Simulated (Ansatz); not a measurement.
F₆S, charge +1, doublet, at a GFN2-xTB geometry (a state made from the parent by changing its charge; the spin is typed, not shown lowest). Base run: Ansatz (a quantum-chemistry and plane-wave program) with CAM-B3LYP/def2-SVP.

The Ansatz input:
Ansatz 0.2 input:
```yaml
crystal:
  periodic: [false, false, false]
  atoms:
    - {symbol: F, position_ang: [0.61461708, -0.46837911, -1.41638180]}
    - {symbol: S, position_ang: [-0.00000000, 0.00000000, -0.00000000]}
    - {symbol: F, position_ang: [1.31704782, -0.54909742, 0.75309203]}
    - {symbol: F, position_ang: [-0.70064358, -1.44304663, 0.17316332]}
    - {symbol: F, position_ang: [-1.31704782, 0.54909742, -0.75309203]}
    - {symbol: F, position_ang: [0.70064358, 1.44304663, -0.17316332]}
    - {symbol: F, position_ang: [-0.61461708, 0.46837911, 1.41638180]}
basis:
  gaussian:
    orbitals: def2-SVP
hamiltonian:
  xc: cam_b3lyp
total_charge: 1
magnetization: {spin_polarized: true, initial_magnetization: 1}
```

The base run was repeated with changes; each row names its change, and settings that it needs were set with it.

```json
[
 {"change": "base", "ΔE vs base (mEh)": "0.000"},
 {"change": "fitting.mean_field = def2-universal-JKFIT", "ΔE vs base (mEh)": "0.019"},
 {"change": "point_charge = charge:-1.0 position_ang:-3.5682, -2.8919, -0.4348", "ΔE vs base (mEh)": "-122.0"},
 {"change": "final_grid = 10, 20, 41", "ΔE vs base (mEh)": "0.001"},
 {"change": "nuclear_model = gaussian", "ΔE vs base (mEh)": "0.428"},
 {"change": "final_grid = 6, 12, 29", "ΔE vs base (mEh)": "0.005"},
 {"change": "point_charge = charge:1.0 position_ang:-0.6866, 1.3428, -4.36", "ΔE vs base (mEh)": "109.6"},
 {"change": "lower_state_search = light", "ΔE vs base (mEh)": "0.000"},
 {"change": "point_charge = charge:0.5 position_ang:0.4617, 2.6051, 3.7795", "ΔE vs base (mEh)": "55.808"},
 {"change": "fitting.mean_field = cc-pVTZ-JKFIT", "ΔE vs base (mEh)": "-0.150"},
 {"change": "lower_state_search = off", "ΔE vs base (mEh)": "0.000"}
]
```
